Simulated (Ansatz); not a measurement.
The cluster Si₁₆Bi, 17 atoms. Hardware: 2 threads of AMD EPYC 7R13 on a shared host and a share (18 GiB) of an NVIDIA H100 80GB HBM3.

In the def2 sets Bi takes a core potential; there is no spin–orbit coupling. Correlated methods freeze 84 core orbitals; core or outer-core shells of Bi are correlated, in sets that lack core-valence functions. Single mean-field runs in def2-TZVP are fitted with def2-universal-jkfit.

(1) How many basis functions does each of these Ansatz runs have, and roughly what does it cost? r2SCAN-D4/def2-SVP, charge 0 doublet, relaxation, 24 steps; PBE0-D4/def2-SVP, charge 0 doublet, energy, from earlier orbitals; PBE-D4/def2-SVP, charge 0 doublet, energy, from earlier orbitals; r2SCAN-D4/def2-TZVP, charge 0 doublet, energy, from earlier orbitals; LDA (SPW92)/def2-TZVP, charge 0 doublet, energy, from earlier orbitals; PBE0-D4/def2-TZVP, charge 0 doublet, energy, from earlier orbitals; PBE-D4/def2-TZVP, charge 0 doublet, energy and forces, from earlier orbitals; RPA@PBE/def2-SVP, charge 0 doublet, energy, from earlier orbitals; MP2/def2-SVP, charge 0 doublet, energy, from earlier orbitals; PBE-D4/def2-SVP, charge 0 doublet, energy with a search over starts.

Results:

(1) Other jobs shared the machine, so times can vary by a factor of up to 3.

```
                                                                         run  functions  fitting or Cholesky vectors  wall time  peak host memory (GiB)
               MP2/def2-SVP, charge 0 doublet, energy, from earlier orbitals        314                         2989      4.4 s                    0.92
           RPA@PBE/def2-SVP, charge 0 doublet, energy, from earlier orbitals        314                         2989      5.5 s                     1.9
            PBE-D4/def2-SVP, charge 0 doublet, energy, from earlier orbitals        314                         3412        6 s                     1.1
      LDA (SPW92)/def2-TZVP, charge 0 doublet, energy, from earlier orbitals        642                         2299      6.5 s                     1.2
PBE-D4/def2-TZVP, charge 0 doublet, energy and forces, from earlier orbitals        642                         2299        7 s                     1.2
          PBE0-D4/def2-TZVP, charge 0 doublet, energy, from earlier orbitals        642                         2299        8 s                     1.3
           PBE0-D4/def2-SVP, charge 0 doublet, energy, from earlier orbitals        314                         2989      9.5 s                       1
        r2SCAN-D4/def2-TZVP, charge 0 doublet, energy, from earlier orbitals        642                         2299      9.6 s                     1.5
         PBE-D4/def2-SVP, charge 0 doublet, energy with a search over starts        314                         3412       22 s                     1.2
                  r2SCAN-D4/def2-SVP, charge 0 doublet, relaxation, 24 steps        314                         3412    1.7 min                     1.1
```
